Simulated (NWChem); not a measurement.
System: BH2S2Cl; SMILES SB(S)Cl

Input file for NWChem:

```
start job
memory heap 200 mb stack 900 mb global 1100 mb
geometry units angstroms noautoz
  B      0.000094    -0.000023     0.000000
  Cl    -1.761779     0.006151     0.000000
  S      0.795213     1.615619     0.000000
  H      2.078429     1.196077     0.000000
  S      0.783854    -1.621208     0.000000
  H      2.069996    -1.210719     0.000000
end
basis spherical
  B library 6-31g*
  Cl library 6-31g*
  S library 6-31g*
  H library 6-31g*
end
dft
  xc b3lyp
  iterations 150
end
tddft
  cis
  nroots 6
end
task tddft energy
```

Coordinates come from a PBE0/def2-SVP optimisation.

Vertical excitations in the gas phase.

Problem. Predict the main results of this run. (B3LYP/6-31G* (spherical d), TDA.) Quantities: lowest excitation, singlet (eV); oscillator strength of that lowest state; lowest state with f > 0.02, singlet (eV); oscillator strength of that bright state; lowest triplet (eV); orbital gap (eV).

Solution. 
| Property | Value |
|---|---|
| lowest excitation, singlet (eV) | 5.86 |
| oscillator strength of that lowest state | 0.000 |
| lowest state with f > 0.02, singlet (eV) | 6.07 |
| oscillator strength of that bright state | 0.249 |
| lowest triplet (eV) | 4.86 |
| orbital gap (eV) | 6.49 |
